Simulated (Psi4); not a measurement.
HZn (SMILES [ZnH+]), charge +1, singlet, at a GFN2-xTB geometry (such geometries of metal compounds can be far from the true shape); PBE/aug-cc-pVDZ (Psi4 1.11).

Here is a job for Psi4.
```
memory 2 GB

molecule {
1 1
Zn   -0.00000000   -0.00000000   -0.04856787
H     0.00000000    0.00000000    1.45703598
}

set {
  basis aug-cc-pvdz
  scf_type pk
  puream true
  d_convergence 1e-8
  dft_radial_points 99
  dft_spherical_points 590
}

energy('pbe')
print_variables()
```

Output, abridged:

```
   => Loading Basis Set <=

    Name: AUG-CC-PVDZ
    Role: ORBITAL
    Keyword: BASIS

         ---------------------------------------------------------
                                   SCF
               by Justin Turney, Rob Parrish, Andy Simmonett
                          and Daniel G. A. Smith
                              RKS Reference
         ---------------------------------------------------------

  ==> Geometry <==

    Molecular point group: c2v
    Full point group: C_inf_v

    Geometry (in Angstrom), charge = 1, multiplicity = 1:

       Center              X                  Y                   Z               Mass
    ------------   -----------------  -----------------  -----------------  -----------------
         ZN           0.000000000000     0.000000000000    -0.023367048351    63.929142010000
         H            0.000000000000     0.000000000000     1.482236801649     1.007825032230

  Running in c2v symmetry.

  Rotational constants: A = ************  B =      7.49520  C =      7.49520 [cm^-1]
  Rotational constants: A = ************  B = 224700.35041  C = 224700.35041 [MHz]
  Nuclear repulsion =   10.544152314767260

  Charge       = 1
  Multiplicity = 1
  Electrons    = 30
  Nalpha       = 15
  Nbeta        = 15

  ==> Algorithm <==

  SCF Algorithm Type is PK.
  DIIS enabled.
  MOM disabled.
  Fractional occupation disabled.
  Guess Type is SAD.
  Energy threshold   = 1.00e-06
  Density threshold  = 1.00e-08
  Integral threshold = 1.00e-12

  ==> Primary Basis <==

  Basis Set: AUG-CC-PVDZ
    Blend: AUG-CC-PVDZ
    Number of shells: 24
    Number of basis functions: 68
    Number of Cartesian functions: 78
    Spherical Harmonics?: true
    Max angular momentum: 3

  ==> DFT Potential <==

   => LibXC <=

    Version 7.1.2
    S. Lehtola, C. Steigemann, M. J. T. Oliveira, and M. A. L. Marques,  SoftwareX 7, 1–5 (2018) (10.1016/j.softx.2017.11.002)

   => Composite Functional: PBE <=

    PBE GGA Exchange-Correlation Functional

    J.P. Perdew et. al., Phys. Rev. Lett., 77(18), 3865-3868, 1996

    Deriv               =              1
    GGA                 =           TRUE
    Meta                =          FALSE

    Exchange Hybrid     =          FALSE
    MP2 Hybrid          =          FALSE

   => Exchange Functionals <=

    1.0000     XC_GGA_X_PBE

   => Correlation Functionals <=

    1.0000     XC_GGA_C_PBE

   => LibXC Density Thresholds  <==

    XC_GGA_C_PBE:  1.00E-12
    XC_GGA_X_PBE:  1.00E-15

[...]
   @RKS iter   8: -1779.41325345824794   -1.05146e-05   1.13185e-05 DIIS
   @RKS iter   9: -1779.41325349896988   -4.07219e-08   1.05532e-06 DIIS
   @RKS iter  10: -1779.41325350067518   -1.70530e-09   1.48452e-07 DIIS
   @RKS iter  11: -1779.41325350070974   -3.45608e-11   2.75259e-08 DIIS
   @RKS iter  12: -1779.41325350071020   -4.54747e-13   7.45999e-10 DIIS
  Energy and wave function converged.

  ==> Post-Iterations <==

   Electrons on quadrature grid:
      Ntotal   =   29.9999997933 ; deviation = -2.067e-07

    Orbital Energies [Eh]
    ---------------------

    Doubly Occupied:

[...]
    Virtual:

[...]
    Final Occupation by Irrep:
             A1    A2    B1    B2
    DOCC [     8,    1,    3,    3 ]
    NA   [     8,    1,    3,    3 ]
    NB   [     8,    1,    3,    3 ]

  @RKS Final Energy: -1779.41325350071020

   => Energetics <=

    Nuclear Repulsion Energy =             10.5441523147672598
    One-Electron Energy =               -2493.4343918670133462
    Two-Electron Energy =                 774.4238667331957231
    DFT Exchange-Correlation Energy =     -70.9468806816598345
    Empirical Dispersion Energy =           0.0000000000000000
    VV10 Nonlocal Energy =                  0.0000000000000000
    Total Energy =                      -1779.4132535007101978

Computation Completed

Properties will be evaluated at   0.000000,   0.000000,   0.000000 [a0]

Properties computed using the SCF density matrix

 Multipole Moments:

 ------------------------------------------------------------------------------------
     Multipole            Electronic (a.u.)      Nuclear  (a.u.)        Total (a.u.)
 ------------------------------------------------------------------------------------

 L = 1.  Multiply by 2.5417464519 to convert [e a0] to [Debye]
 Dipole X            :          0.0000000            0.0000000            0.0000000
 Dipole Y            :          0.0000000            0.0000000            0.0000000
 Dipole Z            :         -1.9304512            1.4763020           -0.4541493
 Magnitude           :                                                    0.4541493

 ------------------------------------------------------------------------------------

  Variable Map:
  ----------------------------------------------------------------------------
[...]
  Array Variable Map:
  ----------------------------------------------------------------------------
[...]
[...]
```
